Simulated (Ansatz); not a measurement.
Coupled-cluster diagnostics for the cluster Tl3Cl3⁺, Ansatz.

Geometry of the doublet (PBE-D4/def2-SVP):

```xyz
6

Tl    1.911    1.352    1.511
Tl   -2.127   -1.153    1.419
Tl    0.715   -1.142   -1.939
Cl   -1.771    0.425   -1.046
Cl    0.739   -1.259    1.119
Cl    0.533    1.777   -1.064
```

In the def2 sets Tl takes a core potential; there is no spin–orbit coupling. Correlated methods freeze 27 core orbitals; core or outer-core shells of Tl are correlated, in sets that lack core-valence functions. In the doublet, Cl4 and Cl6 lie 2.67 Å apart (atoms count from 1), so these atoms are partly bonded to each other. Another isomer (doublet) lies 0.11 eV lower at PBE0-D4/def2-TZVP; other spin states weren't run for this one.

Question: Estimate the CCSD(T) correlation energy, the shares of MP2 and (T), T1 and the reference's ⟨S²⟩ for: charge 1, doublet, own geometry in def2-SVP; and the rough time on 4 threads of Arm Neoverse V2 on a shared host.

Answer: 
| state | basis | correlation (eV) | MP2 share (%) | (T) share (%) | T1 | ⟨S²⟩ (pure) | wall time |
| --- | --- | --- | --- | --- | --- | --- | --- |
| charge 1, doublet, own geometry | def2-SVP | -18.226 | 87.0 | 2.8 | 0.010 | 0.77 (0.75) | 1.9 min |
Customary marks for T1 are 0.02 (closed shells), 0.045 (open shells) and about 0.05 (3d metals). T1 stays under 0.02 throughout.
